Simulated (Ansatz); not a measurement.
Consider the ligand exchange at the Si–F bond: `N[Si](O)(F)Br` + HCl → `N[Si](O)(Cl)Br` + H–F.

Computed with Ansatz on PBE0-D4/def2-TZVP structures; ΔE is electronic, products minus reactants. CCSD(T)/CBS adds triple-zeta CCSD(T) − MP2 to the extrapolated MP2 energy (def2 sets, frozen cores). This one scheme is used for every species. Functionals use def2-TZVPP. HSE06 is defined as in plane-wave codes. For Br outer-core shells are correlated without core-valence functions, which leaves a few kJ/mol of doubt a bond. Scalar relativity is left out up to krypton. One conformer a species, not always the lowest.

(1) Is it downhill or uphill in electronic energy at CCSD(T)/CBS, and by how much? (Best estimate.)

(2) What do these levels give: PBE-D4, revPBE-D4, HSE06-D4, BHLYP-D4, PBE0, LC-ωPBE? (Best estimate.)

(3) What do rigid-rotor, harmonic-oscillator terms from PBE0-D4/def2-TZVP frequencies (298.15 K, 1 bar) make of the CCSD(T)/CBS value? (Best estimate.)

Largest T1 diagnostic among the species: 0.009.

Results:

(1) Ansatz gave: Uphill: ΔE = +48.5 kJ/mol.

(2) Computed: PBE-D4 42.1, revPBE-D4 38.3, HSE06-D4 43.0, BHLYP-D4 55.3, PBE0 47.4, LC-ωPBE 52.6 kJ/mol.

(3) Computed: ΔZPE = +3.5 kJ/mol, ΔH = +53.1 kJ/mol, ΔS = -1 J/(mol·K), ΔG = +53.3 kJ/mol.

The D4 term adds −7.7 kJ/mol with B3LYP and −4.1 kJ/mol with PBE0; it sums over pairs of atoms, weighted by their polarisabilities, and B3LYP, whose exchange is more repulsive, gets the larger term. Leaving LDA and LC-ωPBE aside and taking each functional with its dispersion term where it has one, the values, not all of them listed here, spread over 20.6 kJ/mol, from revPBE-D4 to CAM-B3LYP-D4.

B3LYP here is the variant with VWN-RPA as its local correlation; programs differ in this.
